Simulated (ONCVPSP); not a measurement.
tin, ONCV: configuration errors across variants

| Item | Value |
| --- | --- |
| Element | tin (Sn) |
| Generator | ONCVPSP 4.0.1 |
| Type | optimised norm-conserving Vanderbilt (ONCV) |
| Functional | LDA (Perdew-Wang 92) |
| Relativity | scalar-relativistic |
| Frozen core | [Kr] |
| Valence charge | 14 |
| Reference configuration | 4d10 5s2 5p2 |
| Partial waves | 5s: rc 1.85 bohr, ncon 4, nbas 8, qcut 3.2 1/bohr, 1 projector; 5p: rc 1.85 bohr, ncon 4, nbas 7, qcut 3.8 1/bohr, 2 projectors, debl 3.4 Ha; 4d: rc 1.70 bohr, ncon 5, nbas 10, qcut 8.8 1/bohr, 3 projectors, debl 3.1 Ha |
| Local potential | polynomial inside 1.50 bohr (lpopt 5, dvloc0 6 Ha) |
| Core correction | Teter function, parameters optimised by the program |

All-electron excitation energies from the reference (eV): (1) 4d10 5s2 5p1 7.092; (2) 4d10 5s2 5p0 21.350; (3) 4d10 5s1 5p0 52.797; (4) 4d9 5s2 5p2 32.774.

Errors AE − PS in meV (a dash: test not solved or not reliable):

```
              change   (1)   (2)   (3)   (4)  bound ghosts  GHOST(+) flags above zero
                base  -0.9  -1.7  -9.7  -114          none                          p
core correction none  -0.6  +1.2   +18   -69          none                          p
          p: rc 2.18  -1.1  -2.1  -7.3  -131          none                       none
```

Task: Give the same row for: local potential polynomial inside 1.50 bohr (lpopt 5, dvloc0 9.5 Ha).

Result: -1.2, -3.5, -15, -138; bound ghosts: none; GHOST(+) flags above zero: p.
